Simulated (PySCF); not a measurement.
C₂H₄BF₃, SMILES FCB(F)CF. Atoms are numbered in the order given.

```xyz
10

F     -0.5876    -2.2341     0.0000
C     -0.8345    -0.8747     0.0000
B      0.4692     0.0013     0.0000
F      1.6709    -0.5600     0.0000
C      0.3901     1.5753     0.0000
F     -0.9276     2.0187     0.0000
H     -1.4538    -0.6041     0.8790
H     -1.4538    -0.6041    -0.8790
H      0.9132     1.9883    -0.8850
H      0.9132     1.9883     0.8850
```

Geometry optimised at B3LYP-D3(BJ)/def2-SVP. This is a generated structure with no PubChem entry under its InChIKey; it may be hypothetical. The values are those of a single conformer.

The numbers are results of PBE0/pcSseg-1 run with PySCF, not measurements.

GIAO shieldings, no solvent; atoms listed in one row are averaged. δ = σ(ref) − σ: ¹⁹F against CFCl3 (σ = 167.2 ppm); ¹³C against TMS (σ = 186.3 ppm); ¹¹B against BF3 (σ = 88.8 ppm); ¹H against TMS (σ = 31.56 ppm), references at their B3LYP-D3(BJ)/def2-TZVP geometries, non-relativistic.

| nucleus | atoms | count | δ (ppm) |
|---|---|---|---|
| ¹⁹F | F4 | 1 | -37.9 |
| ¹⁹F | F1, F6 | 2 | -309.9 |
| ¹³C | C5 | 1 | 82.6 |
| ¹³C | C2 | 1 | 80.9 |
| ¹¹B | B3 | 1 | 48.3 |
| ¹H | H7, H8 | 2 | 5.25 |
| ¹H | H9, H10 | 2 | 4.83 |
